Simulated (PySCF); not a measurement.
**Polarisability and C₆ of Cl (chlorine, neutral)**

[Ne] 3s2 3p5, 2P determinant. Calculation: PySCF 2.14, in aug-cc-pV(Q+d)Z with one added diffuse shell each of s, p, d, f, g type (8s7p6d4f3g, 114 functions); no relativity, point nucleus. Coupled (time-dependent) response in atomic units; α is the mean over directions.

```json
{"method": "UHF", "mean α (bohr³)": "14.24", "α xx, yy, zz": "13.18, 14.77, 14.77", "C₆ (like pair)": "89.08", "S(−4)": "50.30"}
{"method": "PBE", "mean α (bohr³)": "15.77", "α xx, yy, zz": "14.33, 16.50, 16.50", "C₆ (like pair)": "100.2", "S(−4)": "71.27"}
{"method": "PBE0", "mean α (bohr³)": "15.06", "α xx, yy, zz": "13.79, 15.70, 15.70", "C₆ (like pair)": "95.00", "S(−4)": "61.01"}
{"method": "r2SCANh", "mean α (bohr³)": "15.00", "α xx, yy, zz": "13.70, 15.65, 15.65", "C₆ (like pair)": "97.41", "S(−4)": "56.35"}
{"method": "M06-L", "mean α (bohr³)": "14.73", "α xx, yy, zz": "13.40, 15.40, 15.40", "C₆ (like pair)": "93.94", "S(−4)": "55.91"}
```

S(−4) is the Cauchy moment in α(ω) = α(0) + S(−4) ω² + …

Reference α: 14.6 ± 0.1 bohr³ (recommended; Schwerdtfeger and Nagle, table of static dipole polarizabilities (2023 update)). Published C₆: 94.60 (Chu and Dalgarno (2004); Tang, Norbeck and Certain (1976)).

α(iu) at M06-L:

```tsv
u (hartree)	α(iu) (bohr³)
0	14.73
0.0500	14.59
0.100	14.20
0.200	12.88
0.300	11.26
0.500	8.253
0.750	5.606
1.00	3.949
1.50	2.205
2.00	1.394
3.00	0.7083
5.00	0.2999
```

A single London oscillator, α(iu) = α/(1 + u²/ω²), gives C₆ = (3/4) ω α². Matching the computed C₆ needs ω = 4 × 93.94 / (3 × 14.73²) = 0.577 hartree.

The components differ because the open shell of this determinant is not spherical; for a pure term their mean is the scalar polarisability.
